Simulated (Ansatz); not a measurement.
ScBr₃. Total charge 0; singlet. Geometry PBE0-D4/def2-SVP.

```xyz
4

Sc   -0.0014   -0.0001    0.0005
Br   -0.6168    0.7663   -2.2036
Br    0.3189   -2.3564    0.4122
Br    0.2993    1.5902    1.7908
```

The 6-31G sets use Cartesian d functions. B3LYP takes the VWN-RPA correlation.

(1) Estimate the orbital energies around the gap (eV) in Ansatz with PBE-D4/def2-SVP, PBE-D4/def2-TZVP, PBE-D4/def2-TZVPD, B3LYP-D4/6-31G, PBE0-D4/def2-TZVP.

## Answers

(1) 
```csv
orbital,PBE-D4/def2-SVP,PBE-D4/def2-TZVP,PBE-D4/def2-TZVPD,B3LYP-D4/6-31G,PBE0-D4/def2-TZVP
HOMO−13,-34.31,-34.27,-34.29,-37.75,-37.90
HOMO−12,-34.31,-34.27,-34.29,-37.75,-37.90
HOMO−11,-19.02,-19.16,-19.19,-21.22,-21.48
HOMO−10,-18.85,-18.99,-19.02,-21.00,-21.28
HOMO−9,-18.85,-18.99,-19.02,-21.00,-21.28
HOMO−8,-8.83,-8.94,-8.97,-10.13,-10.35
HOMO−7,-8.29,-8.41,-8.44,-9.58,-9.77
HOMO−6,-8.29,-8.41,-8.44,-9.58,-9.77
HOMO−5,-7.72,-7.88,-7.91,-8.97,-9.16
HOMO−4,-7.72,-7.88,-7.91,-8.97,-9.16
HOMO−3,-7.69,-7.85,-7.88,-8.97,-9.14
HOMO−2,-7.69,-7.85,-7.88,-8.97,-9.14
HOMO−1,-7.64,-7.80,-7.83,-8.88,-9.07
HOMO,-7.16,-7.33,-7.36,-8.34,-8.57
LUMO,-4.10,-4.19,-4.21,-3.85,-3.28
LUMO+1,-3.62,-3.71,-3.73,-3.19,-2.77
LUMO+2,-3.62,-3.71,-3.73,-3.19,-2.77
LUMO+3,-2.71,-2.81,-2.85,-2.37,-2.00
LUMO+4,-2.71,-2.81,-2.85,-2.37,-2.00
LUMO+5,-0.67,-0.72,-0.90,-0.47,-0.06
```
